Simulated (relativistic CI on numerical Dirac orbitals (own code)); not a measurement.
**Forbidden transitions in Xe29+**

These numbers are calculated, not measured: Dirac-Coulomb-Breit CI, orbitals from a KLI potential per configuration, model QED (radiative potential, 1s self-energy scaled to tabulated hydrogen-like ionisation energies), unscaled Slater integrals (own radial code, finite nucleus).

Configuration list (outside the closed core [Ne]): 3s2.3p6.3d7, 3s2.3p5.3d8, 3s2.3p4.3d9, 3s.3p6.3d8, 3p6.3d9, 3s.3p5.3d9, 3s2.3p6.3d6.4s, 3s2.3p6.3d6.4p, 3s2.3p6.3d6.4d, 3s2.3p4.3d8.4s, 3s2.3p6.3d6.4f, 3s2.3p5.3d7.4s, 3s2.3p4.3d8.4p, 3s2.3p5.3d7.4p, 3s2.3p4.3d8.4d, 3s.3p5.3d8.4s, 3s2.3p6.3d5.4s2, 3s.3p5.3d8.4p, 3s2.3p6.3d5.4s.4p, 3s2.3p5.3d7.4d, 3s.3p6.3d7.4s, 3s2.3p6.3d6.5s, 3s.3p5.3d8.4d, 3s2.3p6.3d5.4p2, 3p6.3d8.4s, 3s2.3p6.3d6.5p, 3s2.3p6.3d5.4s.4d, 3s.3p6.3d7.4p, 3s2.3p6.3d6.5d, 3p6.3d8.4p, 3s2.3p5.3d6.4s2, 3s2.3p6.3d6.5f, 3s2.3p6.3d6.5g, 3p6.3d8.4d, 3s2.3p6.3d6.6s, 3s2.3p6.3d6.6p. Levels of other configurations are missing.

| λ vac (nm) | Lower | Upper | Type | A (s⁻¹) | E lower (Ry) | E upper (Ry) |
| --- | --- | --- | --- | --- | --- | --- |
| 1.7485 | 3s2.3p6.3d7 4F_9/2 [1] | 3s2.3p6.3d6.4s 4H_11/2 [127] | E2 | 2.80e+08 | 0.0000 | 52.1179 |
| 1.7589 | 3s2.3p6.3d7 4F_9/2 [1] | 3s2.3p6.3d6.4s 2G_9/2 [122] | E2 | 3.14e+08 | 0.0000 | 51.8103 |
| 1.7643 | 3s2.3p6.3d7 4F_9/2 [1] | 3s2.3p6.3d6.4s 4D_5/2 [119] | E2 | 4.13e+08 | 0.0000 | 51.6516 |
| 1.7716 | 3s2.3p6.3d7 4F_9/2 [1] | 3s2.3p6.3d6.4s 6D_7/2 [117] | E2 | 2.04e+08 | 0.0000 | 51.4371 |
| 1.7828 | 3s2.3p6.3d7 2P_3/2 [2] | 3s2.3p6.3d6.4s 6D_3/2 [120] | E2 | 3.06e+08 | 0.5875 | 51.7015 |
| 1.7836 | 3s2.3p6.3d7 2D_5/2 [3] | 3s2.3p6.3d6.4s 4D_1/2 [123] | E2 | 6.30e+08 | 0.7439 | 51.8358 |
| 1.7850 | 3s2.3p6.3d7 4F_9/2 [1] | 3s2.3p6.3d6.4s 4P_5/2 [113] | E2 | 2.97e+08 | 0.0000 | 51.0501 |
| 1.7867 | 3s2.3p6.3d7 4F_7/2 [4] | 3s2.3p6.3d6.4s 4D_7/2 [124] | E2 | 3.56e+08 | 0.8925 | 51.8942 |
| 1.7902 | 3s2.3p6.3d7 4F_9/2 [1] | 3s2.3p6.3d6.4s 4D_7/2 [111] | E2 | 7.82e+08 | 0.0000 | 50.9019 |
| 1.7935 | 3s2.3p6.3d7 4F_7/2 [4] | 3s2.3p6.3d6.4s 6D_3/2 [120] | E2 | 3.38e+08 | 0.8925 | 51.7015 |
| 1.7953 | 3s2.3p6.3d7 4F_7/2 [4] | 3s2.3p6.3d6.4s 4D_5/2 [119] | E2 | 3.86e+08 | 0.8925 | 51.6516 |
| 1.7985 | 3s2.3p6.3d7 4F_9/2 [1] | 3s2.3p6.3d6.4s 6D_9/2 [110] | E2 | 1.51e+08 | 0.0000 | 50.6679 |
| 1.8012 | 3s2.3p6.3d7 2P_3/2 [2] | 3s2.3p6.3d6.4s 2P_3/2 [115] | E2 | 5.49e+08 | 0.5875 | 51.1795 |
| 1.8018 | 3s2.3p6.3d7 4F_3/2 [5] | 3s2.3p6.3d6.4s 4D_7/2 [124] | E2 | 1.80e+08 | 1.3186 | 51.8942 |
| 1.8030 | 3s2.3p6.3d7 2G_9/2 [6] | 3s2.3p6.3d6.4s 4D_7/2 [124] | E2 | 1.95e+08 | 1.3511 | 51.8942 |
| 1.8039 | 3s2.3p6.3d7 4F_3/2 [5] | 3s2.3p6.3d6.4s 4D_1/2 [123] | E2 | 8.29e+08 | 1.3186 | 51.8358 |
| 1.8068 | 3s2.3p6.3d7 2D_5/2 [3] | 3s2.3p6.3d6.4s 2P_3/2 [115] | E2 | 3.54e+08 | 0.7439 | 51.1795 |
| 1.8111 | 3s2.3p6.3d7 2P_3/2 [2] | 3s2.3p6.3d6.4s 4D_7/2 [111] | E2 | 1.15e+08 | 0.5875 | 50.9019 |
| 1.8134 | 3s2.3p6.3d7 4P_5/2 [7] | 3s2.3p6.3d6.4s 4D_5/2 [119] | E2 | 4.30e+08 | 1.4001 | 51.6516 |
| 1.8168 | 3s2.3p6.3d7 2D_5/2 [3] | 3s2.3p6.3d6.4s 4D_7/2 [111] | E2 | 2.73e+08 | 0.7439 | 50.9019 |

Terms are leading LS components. Brackets give the number of a level in order of energy, since labels repeat. The list gives strong lines, with weight on those to low levels, among the lowest 400 of 9626 levels, so that lines to higher ones, which can be the strongest, are missing. Levels whose partners in the same complex of configurations lie outside the list can be far off, and so can their lines. Rates are taken at the computed energies, electric ones in the length gauge.

At this charge energies of transitions that change n are usually good to better than 1 %, and those within a shell (Δn = 0) to a few per cent. Terms inside the open d or f shell come out 10 to 20 % too wide with unscaled integrals.

LS names give the leading component of a level, which can be under half, so a name can repeat, a term be missing and a line seem to break the LS rules.
